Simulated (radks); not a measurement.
Spherical jellium clusters: N electrons in a uniform positive sphere of charge N and radius rs N^(1/3), rs = 2.51 bohr. Method: non-relativistic Kohn-Sham, LDA (Slater exchange, Perdew-Wang correlation), spin-polarised, spherical densities; computed with a radial shooting solver with Libxc functionals. Levels are named by radial order and angular momentum (1s, 1p, 1d, 2s, ...), and open shells are averaged over m.

N = 8, configuration 1s2 1p6. This is the lowest configuration that the search found. Occupied and some empty levels:

level,occupation,eigenvalue (eV),<r> (bohr)
1s,2,-7.5364,3.417
1p,6,-4.5410,4.421
1d,0,-1.4412,5.729
2s,0,-1.3850,6.496

Energy (eV): total -9.98449, kinetic 28.295, external -394.18, Hartree 187.90, exchange-correlation -40.157, background 208.15. Static polarisability (adiabatic kernel): 225.7 bohr^3, against R^3 = 126.5 for a classical metal sphere.
